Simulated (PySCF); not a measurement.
Gas-phase reaction: InF + 2 H → InH + HF

Method: PySCF energies (xtb for GFN2) plus ideal-gas RRHO corrections (1 bar). † marks an energy on the PBE0/def2-TZVP geometry and frequencies; other levels use their own. MP2 and CCSD(T) freeze the core. Open shells (unrestricted): H (multiplicity 2); the rest are closed-shell singlets. GFN2 has no spin-polarisation term. In: scalar-relativistic def2 core potential, no spin-orbit coupling. InH: computed as isolated molecules; such fragments, hydroxides, amides, oligomers or adducts are transient or little studied in the gas. MP2 isn't extrapolated to the basis-set limit. CCSD(T) isn't extrapolated to the basis-set limit.

| level | ΔH°(298 K), kJ |
|---|---|
| BLYP/def2-TZVP† | -265 |
| CCSD(T)/def2-SVP† | -274 |
| GFN2-xTB | (withheld) |
| HF/def2-TZVP† | (withheld) |
| M06-2X/def2-TZVP† | -269 |
| MP2/def2-SVP† | -242 |
| PBE/def2-SVP | -248 |
| PBE/def2-TZVP† | (withheld) |
| PBE0/def2-QZVP† | -273 |
| LDA/def2-TZVP† | (withheld) |
| ωB97X-V/def2-TZVP† | -272 |

Problem. Complete the blanks.

Solution. 
- GFN2-xTB, ΔH°(298 K), kJ: -246
- HF/def2-TZVP†, ΔH°(298 K), kJ: -197
- PBE/def2-TZVP†, ΔH°(298 K), kJ: -256
- LDA/def2-TZVP†, ΔH°(298 K), kJ: -300
